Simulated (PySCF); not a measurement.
C4H6BN.
SMILES with atom numbers: `[NH2:1][C:2]1=[CH:3][BH:4][CH:5]=[CH:6]1` (hydrogens: H7, H8 on N1; H9 on C3; H10 on B4; H11 on C5; H12 on C6)

The calculation used PySCF, BHandHLYP/cc-pVDZ geometry optimisation, gas phase.

Task: List the bond lengths, angles and torsions at this level.

Result: 
```json
{"bond": "N1–C2", "length (bohr)": "2.531"}
{"bond": "C2=C3", "length (bohr)": "2.590"}
{"bond": "C3–B4", "length (bohr)": "2.855"}
{"bond": "B4–C5", "length (bohr)": "3.052"}
{"bond": "C5=C6", "length (bohr)": "2.513"}
{"bond": "C2–C6", "length (bohr)": "2.850"}
{"bond": "N1–H7, N1–H8", "length (bohr)": "1.893"}
{"bond": "C3–H9", "length (bohr)": "2.046"}
{"bond": "B4–H10", "length (bohr)": "2.263"}
{"bond": "C5–H11", "length (bohr)": "2.049"}
{"bond": "C6–H12", "length (bohr)": "2.054"}
```

Bonds in one row agree within 0.02 bohr and their mean is given. A selection of angles:
```json
{"angle": "C2–N1–H7", "degrees": "121.2"}
{"angle": "H7–N1–H8", "degrees": "118.0"}
{"angle": "N1–C2–C3", "degrees": "129.2"}
{"angle": "N1–C2–C6", "degrees": "118.5"}
{"angle": "C3–C2–C6", "degrees": "112.4"}
{"angle": "C2–C3–B4", "degrees": "106.1"}
{"angle": "C2–C3–H9", "degrees": "122.5"}
{"angle": "B4–C3–H9", "degrees": "131.4"}
{"angle": "C3–B4–C5", "degrees": "105.3"}
{"angle": "C3–B4–H10", "degrees": "129.1"}
{"angle": "C5–B4–H10", "degrees": "125.6"}
{"angle": "B4–C5–C6", "degrees": "106.3"}
{"angle": "B4–C5–H11", "degrees": "130.6"}
{"angle": "C6–C5–H11", "degrees": "123.1"}
{"angle": "C5–C6–H12", "degrees": "128.1"}
{"angle": "C2–C6–C5", "degrees": "110.0"}
{"angle": "C2–C6–H12", "degrees": "121.9"}
```

Torsions: N1–C2–C3–B4 180° (antiperiplanar); C2–C3–B4–C5 0° (synperiplanar); C3–B4–C5–C6 0° (synperiplanar); B4–C5–C6–C2 0° (synperiplanar); N1–C2–C6–C5 180° (antiperiplanar).

Of the pairs four or more bonds apart, H7···H12 is among the closest relative to their van der Waals radii: 2.48 Å, 103 % of the sum of Bondi's values. The 3 C–C bonds span 1.330 Å (C5=C6, drawn double) to 1.508 Å (C2–C6, drawn single), a spread of 0.178 Å. The B–C distances run from 1.511 Å (C3–B4, drawn single) to 1.615 Å (B4–C5, drawn single), a spread of 0.104 Å. The 6 heavy atoms lie in one plane (0.001 Å rms). B4 (ring boron) is planar (angles 129.1°, 125.6° and 105.3°, sum 360.0°, 0.00 Å off the plane of its three neighbours). N1 (enamine nitrogen) is planar (angles 121.2°, 120.8° and 118.0°, sum 360.0°, 0.01 Å off the plane of its three neighbours). The 5-membered ring C2–C3–B4–C5–C6 has internal angles of 105.3° to 112.4° (sum 540°, against 540° for a flat polygon); it is planar, 0.00 Å rms from its mean plane, widest ring torsion 0°.

Point group: Cs (tolerance 0.08 Å). BHandHLYP/cc-pVDZ frequencies: not computed here.
